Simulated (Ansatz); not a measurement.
Z-matrix (Å, degrees):
```
B
Si 1 2.068
C 1 1.538 2 85.8
H 1 1.203 2 127.1 3 127.6
H 1 1.224 2 86.3 3 -109.4
Si 2 2.324 1 77.5 3 30.5
H 2 1.485 1 116.4 3 148.1
H 2 1.493 1 121.6 3 -73.5
N 3 1.317 1 125.7 2 120.0
H 6 1.484 2 120.2 1 78.4
H 6 1.492 2 124.7 1 -130.6
H 9 1.007 3 122.8 1 -168.6
H 9 1.010 3 120.2 1 9.1
```

Total charge 0; spin multiplicity 1. The bonds changed during the relaxation, so this is another structure than the one it started from.

Question: List the ωB97M-V/def2-TZVPP orbital energies in eV (Ansatz 0.2.0). (Estimate.)

Answer: Computed: Occupied: -1806.87, -1806.51, -396.42, -283.04, -185.89, -147.99, -147.59, -102.11, -102.08, -102.07, -101.72, -101.69, -101.68, -29.59, -22.10, -18.92, -18.73, -16.51, -15.94, -14.05, -13.39, -12.37, -11.84, -11.09, -10.48, -9.89, -8.54. Lowest empty: 0.56, 1.38, 2.09, 2.33, 2.68, 2.99, 3.15, 3.57.
